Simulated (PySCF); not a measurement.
All of these have the formula C5H8O2. The calculation used PySCF, TDDFT PBE0/def2-SVPD, vertical, gas phase, core orbitals frozen in the response. Geometries: GFN2-xTB; one conformer of each isolated species. Triplets are in the Tamm–Dancoff approximation.

A. `CO/C=C\CC=O`
B. `CC(=O)[C@H]1CCO1`
C. `COC1(C=O)CC1`
D. `O([C@H]1COC=C1)C`

Lowest singlet levels (six at most, fewer where fewer were computed) with oscillator strengths:

1. 293 nm (f 0.011); 233 nm (f 0.078); 201 nm (f 0.025); 192 nm (f 0.193); 182 nm (f 0.000); 178 nm (f 0.011); T1 3.58 eV
2. 294 nm (f 0.000); 210 nm (f 0.033); 191 nm (f 0.101); 177 nm (f 0.011); 168 nm (f 0.003); 163 nm (f 0.009); T1 3.63 eV
3. 202 nm (f 0.092); 197 nm (f 0.093); 188 nm (f 0.003); 181 nm (f 0.002); 176 nm (f 0.021); 171 nm (f 0.018); T1 4.09 eV
4. 288 nm (f 0.000); 203 nm (f 0.006); 191 nm (f 0.013); 178 nm (f 0.003); 172 nm (f 0.009); 169 nm (f 0.015); T1 3.74 eV

Task: Which spectrum belongs to which structure?

Result: 1 = A, 2 = C, 3 = D, 4 = B.
- A: S1 at 4.23 eV, HOMO→LUMO (52%), HOMO-1→LUMO (42%); Löwdin shares by element: HOMO carbon 42% or more, oxygen 33% (atoms not listed hold the other 25%); LUMO carbon 50% or more, oxygen 29% or more (atoms not listed hold the other 21%); HOMO -6.72 and LUMO -0.73 eV.
- B: S1 at 4.30 eV, HOMO→LUMO (91%); Löwdin shares by element: HOMO oxygen 59%, carbon 20% or more (atoms not listed hold the other 21%); LUMO carbon 52% or more, oxygen 30% or more (atoms not listed hold the other 18%); HOMO -7.06 and LUMO -0.68 eV.
- C: S1 at 4.22 eV, HOMO→LUMO (92%); Löwdin shares by element: HOMO oxygen 56%, carbon 22% or more (atoms not listed hold the other 22%); LUMO carbon 53% or more, oxygen 31% or more (atoms not listed hold the other 16%); HOMO -7.35 and LUMO -1.01 eV.
- D: S1 at 6.14 eV, HOMO→LUMO (65%), HOMO→LUMO+1 (31%); Löwdin shares by element: HOMO carbon 56% or more, oxygen 28% or more (atoms not listed hold the other 16%); LUMO carbon 58% or more, oxygen 9% or more (atoms not listed hold the other 33%); HOMO -6.56 and LUMO 0.38 eV.
A and B have S1 within 0.07 eV of each other; their strongest listed levels stand at 6.45 eV (f 0.193) and 7.32 eV (f 0.015).
A and C have S1 within 0.02 eV of each other; their strongest listed levels stand at 6.45 eV (f 0.193) and 6.50 eV (f 0.101).
B and C have S1 within 0.09 eV of each other; their strongest listed levels stand at 7.32 eV (f 0.015) and 6.50 eV (f 0.101).
